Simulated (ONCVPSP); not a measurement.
# Bi: excitation energies, all-electron against ONCV

Bi, optimised norm-conserving Vanderbilt (ONCV), made with ONCVPSP 4.0.1 (LDA (Perdew-Wang 92), scalar-relativistic). Core [Kr] 4d10 4f14, reference 5s2 5p6 5d10 6s1.5 6p3.5. Waves: 5s+6s: rc 1.45 bohr, ncon 4, nbas 9, qcut 8.4 1/bohr, 3 projectors, debl 1.7 Ha; 5p+6p: rc 1.40 bohr, ncon 4, nbas 9, qcut 9.7 1/bohr, 2 projectors; 5d: rc 1.70 bohr, ncon 4, nbas 9, qcut 8.5 1/bohr, 1 projector. Local part: polynomial inside 0.95 bohr (lpopt 5, dvloc0 0 Ha). Core correction: Teter function, fcfact 2, rcfact 1.7.

Energies are relative to the spin-unpolarised reference configuration 5s2 5p6 5d10 6s1.5 6p3.5; without spin polarisation the order of configurations can differ from experiment.

```
valence configuration  charge  ΔE all-electron (eV)  error AE − PS (meV)
 5s2 5p6 5d10 6s2 6p3       0                -5.043                 +0.4
 5s2 5p6 5d10 6s2 6p2      +1                 3.105                 -2.9
```

Q: What are ΔE and the potential's error for 5s2 5p6 5d10 6s2 6p1?

A: ΔE = 18.664 eV all-electron; the error (AE − PS) is -9.7 meV.

Q: What are ΔE and the potential's error for 5s2 5p6 5d10 6s1 6p4?

A: ΔE = 5.138 eV all-electron; the error (AE − PS) is -1.5 meV.
